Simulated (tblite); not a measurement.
Compound: C₅H₉BN₂.
SMILES with atom numbers: `[CH:1]#[C:2][C@@H:3]1[CH2:4][C@H:5]1[B:6]([NH2:7])[NH2:8]` (hydrogens: H9 on C1; H10 on C3; H11, H12 on C4; H13 on C5; H14, H15 on N7; H16, H17 on N8)

Computed with GFN2-xTB (tblite), gas phase: L-BFGS steps from a force-field or distance-geometry start until the largest atomic force falls under 0.01 eV/Å.

At the end of the run (lengths in Å): B6–N8 1.404, B6–N7 1.405, N7–H15 1.004, C4–H12 1.080, N8–H17 1.004, N8–H16 1.003, C4–H11 1.081, C2–C3–C5 119.0°, C1–C2–C3 178.6°, C3–C5–B6 120.5°, C5–B6–N7 121.1°, C2–C3–C4–C5 -108°, C3–C4–C5–B6 -109°, C4–C5–B6–N7 31°, H14–N7–B6–C5 -1°, H13–C5–B6–N7 178°.

**Question.** These geometries were met on the way; a selection of coordinates is given. Order them by energy above the end point, lowest first.
A. B6–N8 1.402, B6–N7 1.404, N7–H15 1.005, C4–H12 1.082, N8–H17 1.002, N8–H16 1.003, C4–H11 1.084, C2–C3–C5 116.7°, C1–C2–C3 173.3°, C3–C5–B6 124.2°, C5–B6–N7 124.7°, C2–C3–C4–C5 -106°, C3–C4–C5–B6 -112°, C4–C5–B6–N7 0°, H14–N7–B6–C5 -13°, H13–C5–B6–N7 147°
B. B6–N8 1.410, B6–N7 1.404, N7–H15 0.998, C4–H12 1.074, N8–H17 0.995, N8–H16 1.000, C4–H11 1.077, C2–C3–C5 115.3°, C1–C2–C3 177.5°, C3–C5–B6 118.0°, C5–B6–N7 123.5°, C2–C3–C4–C5 -103°, C3–C4–C5–B6 -105°, C4–C5–B6–N7 -8°, H14–N7–B6–C5 -32°, H13–C5–B6–N7 143°
C. B6–N8 1.407, B6–N7 1.405, N7–H15 1.007, C4–H12 1.078, N8–H17 1.009, N8–H16 1.006, C4–H11 1.076, C2–C3–C5 118.2°, C1–C2–C3 171.8°, C3–C5–B6 123.9°, C5–B6–N7 125.9°, C2–C3–C4–C5 -107°, C3–C4–C5–B6 -112°, C4–C5–B6–N7 0°, H14–N7–B6–C5 -20°, H13–C5–B6–N7 146°
D. B6–N8 1.412, B6–N7 1.404, N7–H15 1.010, C4–H12 1.082, N8–H17 1.008, N8–H16 1.005, C4–H11 1.080, C2–C3–C5 117.7°, C1–C2–C3 174.1°, C3–C5–B6 120.9°, C5–B6–N7 126.1°, C2–C3–C4–C5 -106°, C3–C4–C5–B6 -108°, C4–C5–B6–N7 -5°, H14–N7–B6–C5 -27°, H13–C5–B6–N7 144°
E. B6–N8 1.539, B6–N7 1.492, N7–H15 1.071, C4–H12 1.141, N8–H17 1.054, N8–H16 1.050, C4–H11 1.124, C2–C3–C5 110.6°, C1–C2–C3 177.7°, C3–C5–B6 115.1°, C5–B6–N7 126.2°, C2–C3–C4–C5 -98°, C3–C4–C5–B6 -101°, C4–C5–B6–N7 -7°, H14–N7–B6–C5 -40°, H13–C5–B6–N7 144°

**Answer.** A (0.096 eV), C (0.157 eV), D (0.282 eV), B (0.471 eV), E (1.263 eV).

```tsv
step	E above end (eV)	rms distance from the end, all atoms (Å)	largest force (eV/Å)	rms shift of all bonds from the end (Å)
12	0.096	0.499	0.243	0.004
8	0.157	0.503	0.490	0.006
6	0.282	0.511	0.902	0.011
3	0.471	0.520	1.473	0.009
0	1.263	0.537	2.910	0.052
```

Rows stand in the order of the answer.
